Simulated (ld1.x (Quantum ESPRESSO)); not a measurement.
## Configuration tests for lithium (PAW)

```
Element                 : lithium
Generator               : ld1.x (Quantum ESPRESSO) 7.5
Type                    : PAW
Functional              : revPBE
Relativity              : non-relativistic
Frozen core             : none
Valence charge          : 3
Reference configuration : 1s2 2s0 2p0 (charge +1)
Partial waves           : 1s (bound): rcut 0.90, rcutus 0.95 bohr; 2s (bound, empty): rcut 0.90, rcutus 0.95 bohr; 2p (bound, empty): rcut 3.00, rcutus 3.20 bohr; 2p channel at 0.35 Ry: rcut 3.00, rcutus 3.20 bohr; 3d channel at 0.35 Ry: rcut 2.25, rcutus 2.65 bohr
Local potential         : all-electron potential smoothed inside 2.90 bohr (lloc = -1)
Core correction         : none
Augmentation charge     : PSQ, inside the norm-conserving radii
```

Energies are relative to the spin-unpolarised reference configuration 1s2 2s0 2p0; without spin polarisation the order of configurations can differ from experiment.

Give the all-electron excitation energy and the error of the potential for: 1s2 2s1 2p0; 1s2 2s0.5 2p0; 1s2 2s0 2p1; 1s1 2s1 2p0.

```csv
valence configuration,charge,ΔE all-electron (eV),error AE − PS (meV)
1s2 2s1 2p0,0,-5.326,-0.7
1s2 2s0.5 2p0,+0.5,-3.274,-0.2
1s2 2s0 2p1,0,-3.535,+0.5
1s1 2s1 2p0,+1,63.218,-104
```
